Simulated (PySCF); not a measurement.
# One molecule, several mistakes: B2GeH4N anion

All numbers below are calculated, not measured. The program is PySCF 2.14.0, an open-source quantum chemistry code, run on an isolated molecule that a program drew, which may never have been made. The molecule is B2GeH4N anion (charge -1, singlet), drawn as the SMILES string `B=[N][GeH-][BH2]`.

Each row is a Hartree-Fock (HF) and frozen-core CCSD(T) single point in the aug-cc-pVDZ basis, meant for a local HF minimum. Run 1 is clean. Each other run has one planted mistake out of seven kinds, and not every kind appears here: one electron removed, one electron added, multiplicity raised by two, geometry at a saddle point, minimal basis STO-3G, one bond length entered in bohr, all coordinates scaled. The reference is restricted for singlets and unrestricted otherwise, and also for a bond in bohr. Adding or removing an electron swaps singlet and doublet. Electrons count all cores. HOMO and LUMO are orbital energies over both spins, the gradient is its largest component, and the lowest frequency (negative if imaginary) is given only where the gradient is small. Bond lengths are over the 7 bonds as drawn. T1 is the CCSD diagnostic: over 0.02 (restricted) or 0.045 (unrestricted) a single reference is doubtful. Germanium has the aug-cc-pVDZ-PP basis, with a core potential (ECP10MDF) in place of its 10 inner electrons, and its 3s, 3p and 3d shells are frozen in CCSD(T).

Geometry of the clean run:
```xyz
8
B2GeH4N anion, angstrom
B     1.1995   -0.1957    3.0854
N     1.0092   -0.7531    2.0030
Ge    0.9193   -1.6251    0.2884
B    -0.1432   -0.4949   -1.0106
H     1.3779    0.3355    4.1196
H     0.0964   -2.9051    0.6778
H    -0.5557   -1.0107   -2.0298
H    -0.1219    0.7171   -1.0055
```

| run | electrons | basis functions | <S^2> | HOMO (eV) | LUMO (eV) | gradient (hartree/bohr) | lowest frequency (cm^-1) | mean bond (Å) | longest bond (Å) | T1 | HF (hartree) | CCSD(T) (hartree) | mistake |
|---|---|---|---|---|---|---|---|---|---|---|---|---|---|
| 1 | 54 | 137 | 0.000 | -1.78 | 3.26 | 2.8e-05 | 99 | 1.4793 | 2.023 | 0.0270 | -399.51974 | -400.04292 | no fault |
| 2 | 54 | 137 | 2.092 | -2.24 | 3.41 | 2.8e-02 | - | 1.6359 | 2.329 | 0.0863 | -399.24985 | -399.72826 | one bond length entered in bohr |
| 3 | 53 | 137 | 0.780 | -8.99 | -0.06 | 5.1e-02 | - | 1.4793 | 2.023 | 0.0221 | -399.49265 | -399.96867 | ? |
| 4 | 54 | 137 | 2.019 | -0.77 | 3.16 | 2.5e-02 | - | 1.4793 | 2.023 | 0.0183 | -399.48629 | -399.98641 | ? |

**Which mistake was planted in run 3, and what did it cost?**

It counts 53 electrons, one fewer than the clean run, at the same geometry and basis. So the mistake is: one electron removed. Subtracting run 1 and multiplying by 627.51 kcal/mol a hartree, the energy moved by 17.0 kcal/mol in HF and 46.6 kcal/mol in CCSD(T).

**Which mistake was planted in run 4, and what did it cost?**

Electrons, basis and geometry are unchanged, and <S^2> is 2.019, beside S(S+1) = 2.00 for a multiplicity of 3. So the mistake is: multiplicity raised by two. Subtracting run 1 and multiplying by 627.51 kcal/mol a hartree, the energy moved by 21.0 kcal/mol in HF and 35.5 kcal/mol in CCSD(T).

Cautions from the logs. Run 1: T1 is over the limit, so its CCSD(T) energy is less reliable; run 2: T1 is over the limit, so its CCSD(T) energy is less reliable.
